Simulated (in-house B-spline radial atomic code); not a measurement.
**RPA and G0W0 on B3LYP (VWN-RPA): La6+**

Configuration [Kr] 4d10 5s2 5p3, highest spin, mean-field start B3LYP (VWN-RPA). Computed with an all-electron radial atomic-structure program (B-spline basis): all electrons, scalar-relativistic (spin-free one-electron X2C), finite nucleus, each spin shell either full or empty, empty states to l = 9 with an (l + 1/2)⁻⁴ tail; G0W0 by contour deformation at full frequency.

Spin-orbit coupling, left out, splits p levels strongly here.

Command:
```bash
python run_gw.py task.json out
```
Settings (radii: box in bohr, nucleus in fm):
```
Z                        57
electrons                51
configuration            [Kr] 4d10 5s2 5p3
hamiltonian              x2c
method                   b3lyp
lmax                     9
rms_radius               4.855
spin_polarised           True
box_radius               9.29
intervals                66
```

Run time, properties included: 3.6 s on 1 thread of Intel(R) Xeon(R) 6975P-C (shared host).

Energies (hartree):

```json
{"term": "mean-field total", "value": "-8484.39394"}
{"term": "Hartree-Fock functional on these orbitals", "value": "-8481.30038"}
{"term": "direct second order", "value": "-4.6403"}
{"term": "second-order exchange", "value": "1.2704"}
{"term": "SOSEX correction", "value": "1.1922"}
```

(1) What is the RPA correlation energy, and what remains with SOSEX?

Quasi-particle levels (eV):

```json
{"level": "5p up", "occupied": "yes", "mean field": "-85.90", "Σx - vxc": "-5.01", "Σc": "?", "QP weight": "?", "G0W0": "?"}
{"level": "5s down", "occupied": "yes", "mean field": "-101.18", "Σx - vxc": "-2.16", "Σc": "-3.20", "QP weight": "0.961", "G0W0": "-106.54"}
{"level": "4d down", "occupied": "yes", "mean field": "-175.27", "Σx - vxc": "-11.42", "Σc": "1.57", "QP weight": "0.857", "G0W0": "-185.13"}
{"level": "5p down", "occupied": "no", "mean field": "-80.04", "Σx - vxc": "7.45", "Σc": "-2.96", "QP weight": "0.948", "G0W0": "-75.55"}
```

G0W0 = mean field + (Σx - vxc) + Σc, with Σc (partial-wave tail included) taken at the quasi-particle energy. Only the outer levels were computed. Levels of low weight are left out.

(2) Where does G0W0 put 5p up?

## Answers

(1) RPA gives -4.1126 hartree (-2.19 eV per electron); RPA + SOSEX gives -2.9204, and the second-order doubles -3.3699 hartree (no singles). SOSEX takes back 29 % of the RPA value.

(2) At -91.70 eV, with Σc = -0.78 eV and a quasi-particle weight of 0.949. The tabulated removal energy is 88 ± 2 eV (NIST, tabulated theory); the calculation leaves out spin-orbit coupling, Breit and QED terms, and what these don't explain is the method's own error.
